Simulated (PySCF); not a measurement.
SbI2, SMILES [I][Sb+][I] (connectivity only; charge and spin as stated), charge +1, multiplicity 1.

The structure is a stationary point at PBE0-D3(BJ)/def2-SVP. The multiplicity is an assumed one; other spin states were not compared. The isomer is the one that the SMILES or the coordinates give; other isomers of the formula were not compared. The def2 effective core potentials stand for the cores of I, Sb; spin–orbit coupling is left out.

Level of theory: TDA-M06-2X/def2-SVPD (PySCF).

Vertical excitations. Gas-phase values at a fixed geometry. State labels are in the subgroup C2v.

```
state  symmetry  energy (eV)  λ (nm)      f                              main pairs
-----  --------  -----------  ------  -----  --------------------------------------
S1           A2         2.37     523  0.000                          HOMO→LUMO 99 %
S2           B1         2.40     517  0.002                        HOMO−1→LUMO 98 %
S3           B2         3.25     381  0.062                        HOMO−2→LUMO 86 %
S4           B1         3.78     328  0.004                        HOMO−4→LUMO 98 %
S5           A1         4.09     303  0.010    HOMO−3→LUMO 78 %, HOMO−1→LUMO+1 12 %
S6           B2         4.44     279  0.007    HOMO→LUMO+1 68 %, HOMO−1→LUMO+2 29 %
S7           A2         4.56     272  0.000    HOMO−2→LUMO+1 66 %, HOMO−5→LUMO 30 %
S8           A2         4.60     270  0.000    HOMO−5→LUMO 69 %, HOMO−2→LUMO+1 29 %
S9           A1         4.62     268  0.029    HOMO−1→LUMO+1 55 %, HOMO→LUMO+2 28 %
S10          B1         5.01     248  0.003  HOMO−2→LUMO+2 66 %, HOMO−3→LUMO+1 32 %
T1           B1         1.69     733      0      HOMO−1→LUMO 82 %, HOMO−4→LUMO 16 %
T2           A2         2.23     555      0                          HOMO→LUMO 99 %
T3           B2         2.34     529      0                        HOMO−2→LUMO 99 %
T4           A1         2.73     454      0                        HOMO−3→LUMO 98 %
```
Triplets are in the Tamm–Dancoff approximation.
